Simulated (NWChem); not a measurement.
C$_{2}$H$_{3}$ClO$_{2}$Si; SMILES O=C1OC[Si@H]1Cl

```xyz
9

O      1.5867    -1.9060     0.0874
C      0.5756    -1.2948    -0.0042
O     -0.6521    -1.7549     0.4057
C     -1.5764    -0.6694     0.1666
Si    -0.1998     0.3728    -0.6271
Cl     0.3453     2.1170     0.3160
H     -2.3991    -1.0080    -0.4811
H     -1.9881    -0.2989     1.1174
H     -0.2483     0.6273    -2.0919
```
Atoms are numbered in this order, from 1.

Program: NWChem. Coordinates come from a PBE0/def2-SVP optimisation. Level: PBE0/def2-SVP with SMD (1 M gas to 1 M solution), gas-phase geometry. Reactions with the solvent are ignored.

**Question.** What does the run give for solvent water? Quantities: solvation free energy (kcal/mol); cavity-dispersion-structure term (kcal/mol); dipole in solution (D).

**Answer.** 
```json
{
 "solvation free energy (kcal/mol)": "-3.8",
 "cavity-dispersion-structure term (kcal/mol)": "4.4",
 "dipole in solution (D)": "5.10"
}
```
